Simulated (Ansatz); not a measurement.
`CB(O)/C=C/F` at its PBE0-D4/def2-TZVP geometry, where that method's forces vanish. Total charge 0; spin multiplicity 1.

```
atom   x (Å)   y (Å)   z (Å)
  C1  -1.231  -1.311  -0.133
  B2  -0.096  -0.246  -0.354
  O3   0.536  -0.101  -1.558
  C4   0.358   0.693   0.794
  C5   1.314   1.591   0.604
  F6   1.735   2.418   1.562
  H7  -1.457  -1.922  -1.011
  H8  -2.158  -0.817   0.179
  H9  -0.966  -1.986   0.687
 H10   0.210  -0.710  -2.224
 H11  -0.092   0.643   1.782
 H12   1.847   1.749  -0.328
```

Question: For each bond, give half the difference of the two atoms' forces along it (eV/Å; positive pushes the atoms apart) under PBE-D4, r2SCAN-D4, B3LYP-D4, ωB97M-V in def2-TZVPP. (Estimate.)

Answer: Computed: 
```
  bond  length (Å)  PBE-D4  r2SCAN-D4  B3LYP-D4  ωB97M-V
 C1–B2       1.572   -0.16      -0.06      0.02     0.03
 C1–H7       1.094    0.12      -0.01     -0.03    -0.06
 C1–H8       1.095    0.13      -0.01     -0.04    -0.06
 C1–H9       1.095    0.13      -0.01     -0.04    -0.06
 B2–O3       1.367    0.36       0.21      0.13     0.12
 B2–C4       1.552   -0.26      -0.10     -0.05     0.06
O3–H10       0.959    0.37       0.00     -0.03    -0.08
 C4–C5       1.325    0.30       0.12      0.00    -0.14
C4–H11       1.087    0.07      -0.05     -0.08    -0.08
 C5–F6       1.334    0.48       0.30      0.40     0.35
C5–H12       1.085   -0.04      -0.13     -0.18    -0.13
```

B3LYP here is the variant with VWN-RPA as its local correlation; programs differ in this.
